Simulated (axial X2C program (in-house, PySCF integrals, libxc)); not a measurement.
## Working with the constants of SrN⁺

A bond curve at the TPSSh level, two-component, was computed with an in-house relativistic program for diatomic molecules (basis Sr dyall-v3z [13s12p8d3f], N dyall-v3z [6s6p2d1f] (cores contracted in-house)) for the state Ω = 1 (⟨Sz⟩ = 1.00, ⟨Lz⟩ = 0.00 at TPSSh). Its fit gives Re = 2.2868 Å, ωe = 470.0 cm⁻¹, ωexe = 2.57 cm⁻¹ and αe = 1.878e-03 cm⁻¹; the masses are 87.9056 and 14.0031 u. Two-component means X2C with spin–orbit coupling and atomic mean-field Coulomb and Gaunt terms.

(1) Find the reduced mass, Be and the force constant.

(2) Where do the fundamental and the first overtone lie?

(3) Estimate De from a Morse curve and compare with the computed well depth of 1.854 eV to Sr+ + N.

(4) A Morse curve ties αe to the other constants (Pekeris). How well does that hold?

(5) Estimate the centrifugal constant by the Kratzer relation.

The state is one determinant whose occupation by symmetry is held fixed; it was picked as the lowest of a PBE0 search that is not exhaustive. De is counted from the lowest determinant-based energies of the atoms at the same level, without counterpoise correction. Density functionals use the spin component along the axis (collinear). PBE0 can misorder states that lie within some tenths of an eV, so this need not be the ground state of the molecule. The nearest other 2c determinant of the search, Ω = 2, lies 0.34 eV up at the distance of the search. With several unpaired electrons one determinant need not be a pure state. Open-shell Ω = 0 determinants with evenly filled partner blocks cannot be reached by this program, so the Ω shown need not be the lowest component. This is the Ω = 1 component of a π² triplet; the 0⁺ component is not one determinant and can lie lowest.

Answers

(1) From the TPSSh values: μ = 12.0790 u. Be = 16.8576/(μ Re²) = 0.2669 cm⁻¹. k = 5.8918×10⁻⁷ μ ωe² = 1.57 mdyn/Å.

(2) ν(1←0) = ωe − 2ωexe = 464.9 cm⁻¹; ν(2←0) = 2ωe − 6ωexe = 924.6 cm⁻¹.

(3) De(Morse) = ωe²/(4ωexe) = 2.664 eV against 1.854 eV computed, a ratio of 1.44. The extrapolation overshoots: the well softens faster than a Morse curve, or the lowest atomic limit lies below the one to which the curve heads.

(4) αe(Morse) = 6Be²/ωe × (√(ωexe/Be) − 1) = 1.912e-03 cm⁻¹; the TPSSh curve gives 1.878e-03 cm⁻¹, a ratio of 1.02.

(5) D = 4Be³/ωe² = 3.44e-07 cm⁻¹.
